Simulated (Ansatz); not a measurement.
Ta₂O₅⁺, relaxed as a doublet with UKS PBE-D4/def2-SVP in Ansatz, starting from the GFN1-xTB geometry. Force threshold 0.02 eV/Å.

In the def2 sets Ta takes a core potential; there is no spin–orbit coupling. The structure holds 1 bond(s) between oxygen atoms. Another isomer (doublet) lies 2.91 eV lower at PBE0-D4/def2-TZVP; other spin states weren't run for this one.

Start:

```xyz
7

Ta    0.541    0.828   -0.739
Ta   -1.048   -0.705    0.794
O    -1.214   -1.297    2.374
O     1.642    2.107   -0.637
O    -1.044    1.014    0.231
O    -0.008   -1.152   -0.666
O     1.130   -0.794   -1.357
```

(1) Estimate the energy that the relaxation releases and the steps that it takes.

(2) Does the start keep its bonding?

(3) Predict the relaxed structure.

Results:

(1) 67.0 kcal/mol, in 13 steps; 35 s on 4 threads of Arm Neoverse V1 on a shared host. The force fell under the threshold at step 12, but the optimiser went on. No frequencies were taken in this run, so the end may be a saddle point.

(2) By distances, no bond broke or formed. The bond that changes most is Ta1–O6, from 2.06 to 2.45 Å (atoms count from 1).

(3) 
| atom | x (Å) | y (Å) | z (Å) |
| --- | --- | --- | --- |
| Ta1 | 0.432 | 0.957 | -0.894 |
| Ta2 | -1.290 | -0.751 | 0.650 |
| O3 | -0.322 | -0.769 | 2.067 |
| O4 | 1.577 | 1.791 | 0.063 |
| O5 | -1.300 | 1.061 | 0.042 |
| O6 | -0.223 | -1.403 | -0.881 |
| O7 | 1.125 | -0.886 | -1.048 |
Bond lengths (bridged metal pairs left out): 7 × O–Ta 1.71 to 2.45 Å; 1 × O–O 1.45 Å.
